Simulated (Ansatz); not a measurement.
# Nudged elastic band run: ClFHInS

Input:

```yaml
crystal:
  periodic: [false, false, false]
  atoms:
    - { symbol: F, position_ang: [-1.575533, -0.465012, 1.869943] }
    - { symbol: In, position_ang: [-0.298234, -0.325799, 0.395085] }
    - { symbol: S, position_ang: [0.201441, 1.810882, -0.560881] }
    - { symbol: Cl, position_ang: [0.646176, -2.355522, -0.306712] }
    - { symbol: H, position_ang: [1.07615, 1.261751, -1.438835] }
basis:
  gaussian: { orbitals: def2-SVP }
hamiltonian:
  xc: b3lyp
  dispersion: d4
neb:
  order_check: false
  images: 7
  f_tol: 0.05
  max_iterations: 49
  final_atoms:
    - { symbol: F, position_ang: [-1.34843819, -0.1182774, 1.55089632] }
    - { symbol: In, position_ang: [-0.04544959, -0.54457966, 0.15054894] }
    - { symbol: S, position_ang: [0.84100878, 1.24113505, -1.17374563] }
    - { symbol: Cl, position_ang: [0.50322589, -2.80956825, -0.06597969] }
    - { symbol: H, position_ang: [0.09965311, 2.15759026, -0.50311994] }
  initial_path:
    images:
      - { positions_ang: [[-1.575533, -0.465012, 1.869943], [-0.298234, -0.325799, 0.395085], [0.201441, 1.810882, -0.560881], [0.646176, -2.355522, -0.306712], [1.07615, 1.261751, -1.438835]] }
      - { positions_ang: [[-1.4924003, -0.27995831, 1.60921287], [-0.22337635, -0.36182361, 0.51533106], [0.334202, 1.55275435, -0.56486473], [0.64794012, -2.40095878, -0.30976296], [0.78363453, 1.41628636, -1.29131623]] }
      - { positions_ang: [[-1.4092676, -0.09490463, 1.34848274], [-0.1485187, -0.39784823, 0.63557711], [0.466963, 1.29462669, -0.56884847], [0.64970423, -2.44639557, -0.31281392], [0.49111907, 1.57082173, -1.14379747]] }
      - { positions_ang: [[-1.3261349, 0.09014906, 1.08775261], [-0.07366105, -0.43387284, 0.75582317], [0.59972399, 1.03649904, -0.5728322], [0.65146835, -2.49183235, -0.31586488], [0.1986036, 1.72535709, -0.9962787]] }
      - { positions_ang: [[-1.2430022, 0.27520275, 0.82702248], [0.0011966, -0.46989745, 0.87606922], [0.73248499, 0.77837139, -0.57681593], [0.65323247, -2.53726913, -0.31891584], [-0.09391186, 1.87989245, -0.84875993]] }
      - { positions_ang: [[-1.2693612, 0.17683271, 1.00799094], [-0.01046495, -0.488568, 0.69468915], [0.75961594, 0.8940623, -0.72604836], [0.61573082, -2.60534391, -0.2556818], [-0.04552062, 1.9493169, -0.76234993]] }
      - { positions_ang: [[-1.2957202, 0.07846267, 1.1889594], [-0.02212649, -0.50723856, 0.51330908], [0.78674689, 1.00975322, -0.87528078], [0.57822918, -2.67341869, -0.19244776], [0.00287062, 2.01874136, -0.67593993]] }
      - { positions_ang: [[-1.3220792, -0.01990736, 1.36992786], [-0.03378804, -0.52590911, 0.33192901], [0.81387783, 1.12544413, -1.02451321], [0.54072754, -2.74149347, -0.12921373], [0.05126186, 2.08816581, -0.58952994]] }
      - { positions_ang: [[-1.34843819, -0.1182774, 1.55089632], [-0.04544959, -0.54457966, 0.15054894], [0.84100878, 1.24113505, -1.17374563], [0.50322589, -2.80956825, -0.06597969], [0.09965311, 2.15759026, -0.50311994]] }
```

Command:

```bash
$ ansatz run input.yaml --threads 1 --pin off --max-ram 2048MiB --backend cpu --events-out ev --progress --plain --runs-dir out
```

Output, in part (warnings, iteration lines, the closing report on the highest movable image, with atoms numbered from 0):

```
NEB end point (image 0): max|allowed force component| = 2.884e-3 eV/Å (the criterion of neb.relax_end_points is 1.000e-2)
NEB end point (image 8): max|allowed force component| = 6.238e-3 eV/Å (the criterion of neb.relax_end_points is 1.000e-2)
NEB iter   1: max|band force component| = 1.518e2 eV/Å  barrier→ = 38.5776 eV  barrier← = 38.5805 eV  Δτ_max = 0.1972 Å  (238 SCF iters)
NEB iter   2: max|band force component| = 3.137e1 eV/Å  barrier→ = 11.7093 eV  barrier← = 11.7121 eV  Δτ_max = 0.1969 Å  (246 SCF iters)
NEB iter   3: max|band force component| = 2.038e1 eV/Å  barrier→ = 5.7078 eV  barrier← = 5.7107 eV  Δτ_max = 0.1959 Å  (214 SCF iters)
NEB iter   4: max|band force component| = 1.099e1 eV/Å  barrier→ = 2.1266 eV  barrier← = 2.1294 eV  Δτ_max = 0.1988 Å  (218 SCF iters)
NEB iter   5: max|band force component| = 4.927e0 eV/Å  barrier→ = 0.6324 eV  barrier← = 0.6353 eV  Δτ_max = 0.1975 Å  (208 SCF iters)
NEB iter   6: max|band force component| = 3.029e0 eV/Å  barrier→ = 0.3975 eV  barrier← = 0.4003 eV  Δτ_max = 0.2000 Å  (211 SCF iters)
NEB iter   7: max|band force component| = 1.018e0 eV/Å  barrier→ = 0.2345 eV  barrier← = 0.2373 eV  Δτ_max = 0.1963 Å  (208 SCF iters)
NEB iter   8: max|band force component| = 2.591e0 eV/Å  barrier→ = 0.4997 eV  barrier← = 0.5025 eV  Δτ_max = 0.1004 Å  (211 SCF iters)
NEB iter   9: max|band force component| = 6.888e-1 eV/Å  barrier→ = 0.1611 eV  barrier← = 0.1639 eV  Δτ_max = 0.1578 Å  (207 SCF iters)
NEB iter  10: max|band force component| = 1.967e-1 eV/Å  barrier→ = 0.1504 eV  barrier← = 0.1533 eV  CI = image 4  Δτ_max = 0.0460 Å  (206 SCF iters)
NEB iter  11: max|band force component| = 7.358e-2 eV/Å  barrier→ = 0.1497 eV  barrier← = 0.1525 eV  CI = image 4  Δτ_max = 0.0398 Å  (187 SCF iters)
NEB iter  12: max|band force component| = 7.828e-2 eV/Å  barrier→ = 0.1496 eV  barrier← = 0.1525 eV  CI = image 4  Δτ_max = 0.0199 Å  (174 SCF iters)
NEB iter  13: max|band force component| = 8.959e-3 eV/Å  barrier→ = 0.1496 eV  barrier← = 0.1525 eV  CI = image 4  Δτ_max = 0.0000 Å  (350 SCF iters)
Total energy: -31261.00977854 eV, -1148.8209198878 hartree
Atom 0 at    -1.591845    -0.236801     1.629659 Å, force     0.000379    -0.000212    -0.000284 eV/Å
Atom 1 at    -0.087290    -0.400122     0.385578 Å, force    -0.000668    -0.000716     0.000509 eV/Å
Atom 2 at     1.080418     1.553174    -0.419625 Å, force     0.000454     0.000754    -0.000202 eV/Å
Atom 3 at     0.403706    -2.629770    -0.152155 Å, force    -0.000160     0.000237     0.000092 eV/Å
Atom 4 at     0.245012     1.639819    -1.484857 Å, force    -0.000004    -0.000063    -0.000115 eV/Å
Dipole moment:     0.170747     0.273198    -0.351532 e Å
```

The forces met the threshold. A vibrational analysis at the climbing image gives one clearly imaginary mode, 213i cm⁻¹: a first-order saddle point.

Final band (atoms are numbered from 1 in the order of the input):

| image | path coordinate (Å) | energy (eV) | dihedral Cl4–In2–S3–H5 (°) |
| --- | --- | --- | --- |
| 0 | 0.00 | 0.000 | 0 |
| 1 | 0.36 | 0.023 | 23 |
| 2 | 0.72 | 0.077 | 46 |
| 3 | 1.08 | 0.129 | 68 |
| 4 | 1.45 | 0.150 | 90 |
| 5 | 1.82 | 0.128 | 112 |
| 6 | 2.19 | 0.076 | 135 |
| 7 | 2.57 | 0.021 | 157 |
| 8 | 2.94 | -0.003 | 180 |

Run time: 4.9 min on 1 thread of Intel(R) Xeon(R) 6975P-C (Granite Rapids), with other jobs on the host, peak memory 0.2 GiB.
